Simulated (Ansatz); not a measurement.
Species: CH3Si, charge -1, multiplicity 1. It need not be the lowest isomer of its formula. Whether it binds its extra electron was not tested at this geometry. 
Geometry from a B3LYP-D3(BJ)/def2-TZVP (Ansatz, a program for electronic structure) optimisation:
```
C
H 1 1.0904
H 1 1.0921 2 112.47
Si 1 1.7675 2 126.81 3 -180.00
H 4 1.5615 1 98.48 2 0.00
```
Charge -1, spin multiplicity 1.

Basis-set convergence of Hartree-Fock and CCSD correlation energies (hartree) with Ansatz. Correlated levels leave the core frozen unless marked. No spin-orbit coupling. No relativistic terms.

The Hartree-Fock reference is unstable (checked in the largest basis), which strains HF and MP2. 

```json
[
 {"basis": "aug-cc-pV(D+d)Z", "functions": "82", "E(HF)": "-328.48548", "E(corr, CCSD)": "-0.29379"},
 {"basis": "aug-cc-pV(T+d)Z", "functions": "170", "E(HF)": "[?]", "E(corr, CCSD)": "[?]"}
]
```

Problem. Complete the blanks.

Solution. 
- aug-cc-pV(T+d)Z, E(HF): -328.50486
- aug-cc-pV(T+d)Z, E(corr, CCSD): -0.33551
